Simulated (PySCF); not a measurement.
C2H6FNZn, SMILES C[N](C)[Zn][F].

The structure is a stationary point at B3LYP-D3(BJ)/def2-SVP. The structure was generated by enumeration; whether it is a known compound was not checked. Other conformers were not sampled.

The numbers are results of PBE/def2-TZVP run with PySCF, not measurements.

Isolated molecule, no solvent.

```yaml
total_energy: -2013.38981 hartree
point_group: Cs
highest_occupied_level: -4.93 eV
lowest_empty_level: -1.89 eV
orbital_gap: 3.04 eV
dipole_moment: 2.42 D
quadrupole, principal values (traceless, Buckingham form, about the centre of nuclear charge): -10.15, 2.78, 7.37 D·Å
mean_static_polarisability: 59.9 bohr³ (8.87 Å³)
polarisability_principal_values: 48.0, 55.3, 76.3 bohr³
```
